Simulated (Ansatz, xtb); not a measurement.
## Two isomers of CBO3

Structure a: `O=BO[C]=O`, a doublet. Structure b: `O=C1O[B]O1`, a doublet. Both are isolated molecules in the gas phase, relaxed with BLYP-D3(BJ)/def2-SVP; the shapes shown needn't be the lowest conformers.

a (Å):

```xyz
5

C     1.2177    1.6152   -1.8270
B     0.9648    0.9391    0.4757
O     0.3368    0.7059    1.4920
O     1.7212    1.1828   -0.6274
O     0.0925    1.8505   -2.1308
```

b (Å):

```xyz
5

C    -0.4648    1.5439    0.8127
B     1.1760    1.3496   -0.0766
O    -1.4992    1.6663    1.3734
O     0.5006    0.4985    0.8142
O     0.2342    2.3921   -0.0909
```

Q: Estimate which is lower in electronic energy at CCSD(T)/def2-SVP + ΔMP2/def2-TZVPP, and by roughly how much.

A: The CCSD(T)/def2-SVP + ΔMP2/def2-TZVPP calculation puts structure a lower, by 15.9 kcal/mol.

How the difference moves with the method:

```csv
level,geometry,E(b) − E(a) (kcal/mol),departure from the last row (kcal/mol),"job, with rough time for the two"
GFN2-xTB,GFN2-xTB,+25.4,+9.5,"optimisation, 0.083 s"
HF/STO-3G,GFN2-xTB,+16.5,+0.6,"single point, 0.6 s"
r2SCAN-D4/def2-SVP,GFN2-xTB,+12.3,−3.7,"single point, 4.4 s"
BLYP-D3(BJ)/def2-SVP,BLYP-D3(BJ)/def2-SVP,+22.9,+7.0,"optimisation, 33 s"
HF/def2-SVP,BLYP-D3(BJ)/def2-SVP,+17.7,+1.8,part of the CCSD(T) run
MP2/def2-SVP,BLYP-D3(BJ)/def2-SVP,+19.1,+3.2,part of the CCSD(T) run
CCSD(T)/def2-SVP,BLYP-D3(BJ)/def2-SVP,+20.1,+4.2,single point
CCSD(T)/def2-SVP + ΔMP2/def2-TZVPP,BLYP-D3(BJ)/def2-SVP,+15.9,,"single point, 22 s"
```

As drawn, b has 1 C–O, 1 B–O in place of 1 B=O. Structure a has no ring, b a 4-membered ring.

The levels shown agree on the order. The largest departure from CCSD(T)/def2-SVP + ΔMP2/def2-TZVPP is that of GFN2-xTB, 9.5 kcal/mol. The last row adds to CCSD(T) the change of the MP2 difference between the two basis sets, here −4.2 kcal/mol, a large step that makes the value less sure.

With harmonic frequencies from BLYP-D3(BJ)/def2-SVP (ideal gas, rigid rotor, one conformer each, 298.15 K, 1 atm): the zero-point term adds +0.6 kcal/mol; ΔH is +15.9 and ΔG +17.8 kcal/mol.

Open shells are spin-unrestricted, with notable spin contamination under HF/STO-3G. The correlated steps freeze 5 core orbitals. Codes used: Ansatz 0.2.0, xtb 6.7.1; the last row on 1 thread of Arm Neoverse V2 on a shared host.
